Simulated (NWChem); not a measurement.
**Atomisation of H$_{5}$AlClN**

SMILES: N.[AlH2][Cl]
```xyz
8

Al     0.6493    -0.6567     0.0000
H      1.2323    -1.1794     1.3852
H      1.2323    -1.1794    -1.3852
Cl    -1.4605    -0.1799     0.0000
N      1.3576     1.2880     0.0000
H      1.0207     1.7964    -0.8227
H      2.3801     1.3448     0.0000
H      1.0207     1.7964     0.8227
```
Charge 0, spin multiplicity 1.

Program: NWChem. The geometry was optimised at B3LYP/def2-SVP, a minimum by its harmonic frequencies.

Basis set: def2-TZVP. The atomisation energy is electronic alone: no zero-point, thermal, spin-orbit or counterpoise terms. No value is extrapolated to the basis-set limit. Free atoms are single determinants with multiplicities Al 2, H 2, Cl 2, N 4. Correlated methods freeze the same cores in atoms and molecule, 11 orbitals in all.

B3LYP has NWChem's definition, with VWN1-RPA local correlation. The structure started from a generated list of species. The stability of the SCF solutions was not checked. Open-shell Hartree-Fock references start from PBE0 orbitals.

Task: Order these methods by the atomisation energy they give, lowest first: BP86, MP2, HF, PBE, PBE0, CAM-B3LYP.

Result: HF (422.9 kcal/mol), MP2 (553.6 kcal/mol), PBE0 (565.4 kcal/mol), PBE (570.3 kcal/mol), CAM-B3LYP (574.5 kcal/mol), BP86 (582.9 kcal/mol)
